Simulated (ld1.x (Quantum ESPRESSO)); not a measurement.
Scattering properties, ultrasoft potential for Zr (Z = 40)

zirconium, ultrasoft, made with ld1.x (Quantum ESPRESSO) 7.5 (PBEsol, fully relativistic). Core [Ar] 3d10, reference 4s2 4p6 4d2 5s2 5p0. Waves: 4s (bound): rcut 1.70, rcutus 1.90 bohr; 5s (bound): rcut 1.70, rcutus 1.90 bohr; 4p (bound): rcut 2.15, rcutus 2.40 bohr; 5p (bound, empty): rcut 2.15, rcutus 2.40 bohr; 4d (bound): rcut 2.00, rcutus 2.45 bohr; 4d channel at 3.75 Ry: rcut 2.00, rcutus 2.45 bohr. Local part: all-electron potential smoothed inside 2.00 bohr (lloc = -1). Core correction: a·sin(br)/r model core inside 1.85 bohr. Augmentation charge: built from norm-conserving waves at rcut, not smoothed further.

Open shells are filled in proportion to 2j + 1 (rel_dist='average').

The phase is arctan(r·u′/u) with u = r·R(r), unwrapped; energies in Ry, scanned from -6 to 5 Ry. A pole is an energy at which the radial function vanishes at the test radius. The pseudo phase is shifted by a multiple of π to meet the all-electron one at the reference energy, and phase errors are pseudo minus all-electron; the curves can meet again beyond the range given. Levels narrower than the energy grid can be missing from the lists of poles.

| channel | radius (bohr) | reference energy (Ry) | poles, all-electron | poles, pseudo | unbroken range about the reference energy with phases within 0.05 rad | phase error 1 Ry above the reference energy (rad) |
| --- | --- | --- | --- | --- | --- | --- |
| s | 2.66 | -0.33 | -3.94, 2.99 | -4.10, -3.77, 4.84 | not even at the reference energy | +1.341 |
| p1/2 | 2.66 | -0.11 | -2.33, 4.10 | -2.44, -1.81, 1.82 | not even at the reference energy | +0.712 |
| p3/2 | 2.66 | -0.10 | -2.18, 4.26 | -2.01, 1.79 | not even at the reference energy | +0.700 |
| d3/2 | 2.66 | -0.27 | 0.41 | 0.35 | not even at the reference energy | +0.012 |
| d5/2 | 2.66 | -0.26 | 0.43 | 0.38 | not even at the reference energy | +0.011 |

A Bessel basis up to 400 Ry misses an occupied level by 1.53 Ry, so cutoffs and ghosts were not judged. Its overlap operator is not positive definite in a basis up to 400 Ry (lowest eigenvalue p1/2 -1.23, p3/2 -0.85), so the file is unfit for use: the generalised eigenproblem breaks down once the basis is large enough, and its test numbers describe a broken file. The potential misses its own reference levels by up to 2.0 eV, so it is not fit for use.

Phases in the d3/2 channel:

```json
{"E (Ry)": "-6.00", "all-electron": "1.415", "pseudo": "1.415"}
{"E (Ry)": "-5.74", "all-electron": "1.411", "pseudo": "1.411"}
{"E (Ry)": "-5.48", "all-electron": "1.407", "pseudo": "1.408"}
{"E (Ry)": "-5.22", "all-electron": "1.403", "pseudo": "1.403"}
{"E (Ry)": "-4.96", "all-electron": "1.398", "pseudo": "1.399"}
{"E (Ry)": "-4.70", "all-electron": "1.393", "pseudo": "1.394"}
{"E (Ry)": "-4.44", "all-electron": "1.387", "pseudo": "1.388"}
{"E (Ry)": "-4.18", "all-electron": "1.381", "pseudo": "1.382"}
{"E (Ry)": "-3.92", "all-electron": "1.374", "pseudo": "1.376"}
{"E (Ry)": "-3.66", "all-electron": "1.367", "pseudo": "1.368"}
{"E (Ry)": "-3.40", "all-electron": "1.358", "pseudo": "1.359"}
{"E (Ry)": "-3.14", "all-electron": "1.348", "pseudo": "1.349"}
{"E (Ry)": "-2.88", "all-electron": "1.336", "pseudo": "1.338"}
{"E (Ry)": "-2.62", "all-electron": "1.323", "pseudo": "1.324"}
{"E (Ry)": "-2.36", "all-electron": "1.306", "pseudo": "1.307"}
{"E (Ry)": "-2.10", "all-electron": "1.285", "pseudo": "1.285"}
{"E (Ry)": "-1.84", "all-electron": "1.258", "pseudo": "1.256"}
{"E (Ry)": "-1.58", "all-electron": "1.221", "pseudo": "1.215"}
{"E (Ry)": "-1.32", "all-electron": "1.165", "pseudo": "1.150"}
{"E (Ry)": "-1.06", "all-electron": "1.073", "pseudo": "1.032"}
{"E (Ry)": "-0.80", "all-electron": "0.884", "pseudo": "0.749"}
{"E (Ry)": "-0.54", "all-electron": "0.350", "pseudo": "-0.150"}
{"E (Ry)": "-0.28", "all-electron": "-0.778", "pseudo": "-1.103"}
{"E (Ry)": "-0.02", "all-electron": "-1.308", "pseudo": "-1.408"}
{"E (Ry)": "0.24", "all-electron": "-1.501", "pseudo": "-1.536"}
{"E (Ry)": "0.50", "all-electron": "-1.602", "pseudo": "-1.607"}
{"E (Ry)": "0.76", "all-electron": "-1.671", "pseudo": "-1.656"}
{"E (Ry)": "1.02", "all-electron": "-1.727", "pseudo": "-1.695"}
{"E (Ry)": "1.28", "all-electron": "-1.781", "pseudo": "-1.728"}
{"E (Ry)": "1.54", "all-electron": "-1.839", "pseudo": "-1.759"}
{"E (Ry)": "1.80", "all-electron": "-1.910", "pseudo": "-1.791"}
{"E (Ry)": "2.06", "all-electron": "-2.007", "pseudo": "-1.824"}
{"E (Ry)": "2.32", "all-electron": "-2.155", "pseudo": "-1.862"}
{"E (Ry)": "2.58", "all-electron": "-2.412", "pseudo": "-1.907"}
{"E (Ry)": "2.84", "all-electron": "-2.878", "pseudo": "-1.962"}
{"E (Ry)": "3.10", "all-electron": "-3.507", "pseudo": "-2.034"}
{"E (Ry)": "3.36", "all-electron": "-3.968", "pseudo": "-2.131"}
{"E (Ry)": "3.62", "all-electron": "-4.219", "pseudo": "-2.273"}
{"E (Ry)": "3.88", "all-electron": "-4.362", "pseudo": "-2.491"}
{"E (Ry)": "4.14", "all-electron": "-4.452", "pseudo": "-2.831"}
{"E (Ry)": "4.40", "all-electron": "-4.514", "pseudo": "-3.296"}
{"E (Ry)": "4.66", "all-electron": "-4.560", "pseudo": "-3.755"}
{"E (Ry)": "4.92", "all-electron": "-4.595", "pseudo": "-4.105"}
```
